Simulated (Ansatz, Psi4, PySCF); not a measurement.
C4H12Si, charge +1, doublet, at a GFN2-xTB geometry (a state made from the parent by changing its charge; the spin is typed, not shown lowest), atoms displaced at random by about 0.03 Å a coordinate. Base run: PBE0/STO-3G, gradient run with PySCF.

Input for PySCF:
```python
from pyscf import gto, scf, dft

mol = gto.Mole()
mol.atom = '''
    C    -0.680179   -1.053782   -1.443179
    Si   -0.023733    0.006114    0.018352
    C     0.173425    1.696101   -0.835958
    C    -1.257302   -0.384575    1.487580
    C     1.763649   -0.161693    0.914153
    H    -1.640178   -0.767786   -1.853870
    H    -0.740213   -2.132257   -1.139578
    H     0.035100   -1.000672   -2.291122
    H     0.518353    2.478889   -0.123826
    H    -0.721045    2.036821   -1.376166
    H     0.977195    1.705272   -1.622254
    H    -2.177954   -0.286552    1.090141
    H    -1.204288   -1.492635    1.692888
    H    -1.059063    0.153810    2.272632
    H     1.677007   -1.144834    1.364241
    H     2.457742   -0.075625    0.151533
    H     1.782051    0.498784    1.728996
'''
mol.basis = 'sto-3g'
mol.charge = 1
mol.spin = 1
mol.verbose = 4
mol.build()

mf = dft.UKS(mol)
mf.xc = 'pbe0'
mf.kernel()
g = mf.nuc_grad_method()
grad = g.kernel()
```

Programs used: Ansatz (a quantum-chemistry and plane-wave program), Psi4, PySCF; a row that names a program was run with it.

The coordinate followed is x of atom 10.

Each row names what was changed in the base input (with any setting that the change needs).

```json
[
 {"change": "base", "dE/dx (Eh/bohr)": "0.009255", "net force (Eh/bohr)": "0.000018"},
 {"change": "density fitting = on; auxbasis_response = off", "dE/dx (Eh/bohr)": "0.009286", "net force (Eh/bohr)": "0.000164"},
 {"change": "grids.level = 0; grid_response = on", "dE/dx (Eh/bohr)": "0.009516", "net force (Eh/bohr)": "0.000000"},
 {"change": "finite difference step (bohr) = 0.01; conv_tol = 1e-11", "dE/dx (Eh/bohr)": "0.009263", "net force (Eh/bohr)": "-"},
 {"change": "finite difference step (bohr) = 1e-4; conv_tol = 1e-11", "dE/dx (Eh/bohr)": "0.009254", "net force (Eh/bohr)": "-"},
 {"change": "grids.level = 0; grid_response = off", "dE/dx (Eh/bohr)": "0.009560", "net force (Eh/bohr)": "0.001208"},
 {"change": "grids.level = 5; grid_response = off", "dE/dx (Eh/bohr)": "0.009255", "net force (Eh/bohr)": "0.000003"},
 {"change": "conv_tol = 1e-6", "dE/dx (Eh/bohr)": "0.009235", "net force (Eh/bohr)": "0.000018"},
 {"change": "code = psi4", "dE/dx (Eh/bohr)": "0.009255", "net force (Eh/bohr)": "0.000049"},
 {"change": "finite difference step (bohr) = 0.2; conv_tol = 1e-11", "dE/dx (Eh/bohr)": "0.012685", "net force (Eh/bohr)": "-"},
 {"change": "code = ansatz", "dE/dx (Eh/bohr)": "0.009255", "net force (Eh/bohr)": "0.000000"},
 {"change": "grids.level = 5; grid_response = on", "dE/dx (Eh/bohr)": "0.009255", "net force (Eh/bohr)": "0.000000"}
]
```

The net force is zero for an exact gradient.

Open shells are given as the SCF converged; they aren't shown to be the lowest states, and a large step between rows can be another state.
